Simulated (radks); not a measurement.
The numbers below are computed, except where a source is named.
Species: Sn4+. Configuration: [Ar] 3d10 4p6 4d10 5d2 (not the ground configuration). Level of theory: Dirac Kohn-Sham, LDA (Slater exchange, Perdew-Wang correlation), spin-unpolarised, spherical densities, finite nucleus; open shells fill j = l - 1/2 first; Fermi nuclear charge, rms radius 4.6519 fm (a radial shooting solver on a logarithmic mesh with Libxc functionals).

Radial electron density D(r) = 4 pi r^2 rho(r):

| r (bohr) | D(r) (e/bohr) |
|---|---|
| 0.001547 | 3.345 |
| 0.002064 | 5.431 |
| 0.002753 | 8.668 |
| 0.003672 | 13.52 |
| 0.004897 | 20.45 |
| 0.006531 | 29.71 |
| 0.008711 | 40.92 |
| 0.01162 | 52.54 |
| 0.0155 | 61.71 |
| 0.02067 | 65.13 |
| 0.02757 | 61.92 |
| 0.03677 | 56.88 |
| 0.04904 | 59.10 |
| 0.06541 | 71.67 |
| 0.08724 | 81.89 |
| 0.1164 | 74.29 |
| 0.1552 | 59.26 |
| 0.207 | 61.03 |
| 0.2761 | 66.74 |
| 0.3682 | 47.55 |
| 0.4911 | 23.32 |
| 0.655 | 20.49 |
| 0.8736 | 21.14 |
| 1.165 | 12.17 |
| 1.554 | 3.938 |
| 2.073 | 1.379 |
| 2.765 | 0.9732 |
| 3.687 | 0.4302 |
| 4.918 | 0.06811 |
| 6.559 | 0.002884 |

D(r) has 4 maxima, at r = 0.0205, 0.0901, 0.263, 0.781 bohr, and minima at 0.0402, 0.174, 0.581 bohr, inside which lie 2.03, 11.24, 29.11 electrons.
